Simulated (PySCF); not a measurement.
Electron correlation in As (arsenic, neutral)

[Ar] 3d10 4s1 4p4, high-spin 4P determinant (an excited configuration). Calculation: PySCF 2.14, in def2-TZVPPD; no relativity, point nucleus. Frozen: [Ne]; 23 electrons correlated.

```
  level  correlation energy (mhartree)
   CCSD                        -299.66
    (T)                         -16.36
CCSD(T)                        -316.02
```

Diagnostics: T1 = 0.011, D1 = 0.0606, largest double amplitude 0.232.

A double-excitation amplitude exceeds 0.15, a sign of near-degeneracy.

Cost of the coupled-cluster step: of the order of 20 core-seconds, for 23 correlated electrons.

This basis was not built for core-valence correlation, so the inner-shell part is incomplete.
